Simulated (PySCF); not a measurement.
Si(I)2(Me)(OH) (CH4I2OSi), SMILES C[Si](O)(I)I.

Coordinates come from a B3LYP-D3(BJ)/def2-SVP optimisation. The structure was generated by enumeration, and PubChem lists no compound with its InChIKey, so it may never have been made. The def2 effective core potentials stand for the cores of I; spin–orbit coupling is left out. The values are those of a single conformer.

All values below come from PBE0/def2-TZVP in PySCF.

Symmetry labels are those of the subgroup Cs that the program uses (full group Cs).

Question: List the valence orbital energies around the gap with their symmetry. (Estimate from the structure and the level; the computed values follow.)

Answer: 
| orbital | symmetry | energy (eV) |
|---|---|---|
| HOMO−7 | A' | -11.22 |
| HOMO−6 | A" | -10.81 |
| HOMO−5 | A' | -9.63 |
| HOMO−4 | A" | -8.98 |
| HOMO−3 | A' | -8.11 |
| HOMO−2 | A' | -7.93 |
| HOMO−1 | A" | -7.73 |
| HOMO | A" | -7.46 |
| LUMO | A' | -1.18 |
| LUMO+1 | A' | 0.22 |
| LUMO+2 | A" | 0.44 |
| LUMO+3 | A' | 1.04 |
